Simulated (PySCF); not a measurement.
# Exercise with solution: refractive index and permittivity of the vapour

DMF (C3H7NO), SMILES CN(C)C=O.

Geometry optimised at PBE0-D3(BJ)/def2-SVP. The values are those of a single conformer.

ωB97X/def2-TZVP run with PySCF gives a mean static polarisability of 48.6 bohr³ and a dipole moment of 3.98 D. Take an ideal gas at 298.15 K and 0.1 bar, whether or not the substance is that volatile.

Q: Work out n − 1 in the optical limit and the static ε − 1.

A: 
Polarisability volume α' = 48.6 × 0.148185 = 7.20 Å³. Number density N = p/kT = 2.43e-6 Å⁻³.
Dilute limit of Lorentz–Lorenz: n − 1 = 2π N α' = 0.00011.
Orientation term of Debye: μ²/(3kT) = 8.098 Å³ × μ²(D²) = 128.27 Å³.
ε − 1 = 4π N (α' + μ²/3kT) = 0.0041. Orientation of the dipole supplies 95 % of the static response; it can't follow optical fields. Vibrational polarisation and dispersion are left out.
